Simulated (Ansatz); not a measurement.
The cluster Sc₈O₁₂, 20 atoms. Hardware: 2 threads of AMD EPYC 7R13 on a shared host and a share (18 GiB) of an NVIDIA H100 80GB HBM3.

Correlated methods freeze 52 core orbitals; core or outer-core shells of Sc are correlated, in sets that lack core-valence functions. Single mean-field runs in def2-SVP, def2-TZVP are fitted with def2-universal-jkfit.

Problem. How many basis functions does each of these Ansatz runs have, and roughly what does it cost? PBE0-D4/def2-SVP, charge 0 singlet, energy, from earlier orbitals; PBE0-D4/def2-TZVP, charge 0 singlet, energy, from earlier orbitals; RPA@PBE/def2-SVP, charge 0 singlet, energy, from earlier orbitals; r2SCAN-D4/def2-TZVP, charge 0 singlet, energy, from earlier orbitals; PBE-D4/def2-TZVP, charge 0 singlet, energy and forces, from earlier orbitals; PBE-D4/def2-SVP, charge 0 singlet, relaxation, 46 steps; r2SCAN0-D4/def2-TZVP, charge 0 singlet, energy, from earlier orbitals; PBE-D4/def2-SVP, charge 0 singlet, energy, from earlier orbitals; MP2/def2-SVP, charge 0 singlet, energy, from earlier orbitals.

Solution. Other jobs shared the machine, so times can vary by a factor of up to 3.

| run | functions | fitting or Cholesky vectors | wall time | peak host memory (GiB) |
| --- | --- | --- | --- | --- |
| PBE-D4/def2-SVP, charge 0 singlet, energy, from earlier orbitals | 416 | 3036 | 5.5 s | 0.97 |
| PBE0-D4/def2-SVP, charge 0 singlet, energy, from earlier orbitals | 416 | 3036 | 7 s | 0.97 |
| PBE0-D4/def2-TZVP, charge 0 singlet, energy, from earlier orbitals | 732 | 3036 | 8 s | 1.1 |
| PBE-D4/def2-TZVP, charge 0 singlet, energy and forces, from earlier orbitals | 732 | 3036 | 8 s | 1.2 |
| r2SCAN-D4/def2-TZVP, charge 0 singlet, energy, from earlier orbitals | 732 | 3036 | 10 s | 1.2 |
| r2SCAN0-D4/def2-TZVP, charge 0 singlet, energy, from earlier orbitals | 732 | 3036 | 13 s | 1.2 |
| MP2/def2-SVP, charge 0 singlet, energy, from earlier orbitals | 416 | 4299 | 17 s | 1.1 |
| RPA@PBE/def2-SVP, charge 0 singlet, energy, from earlier orbitals | 416 | 4299 | 20 s | 2.8 |
| PBE-D4/def2-SVP, charge 0 singlet, relaxation, 46 steps | 416 | 3036 | 4.2 min | 1 |
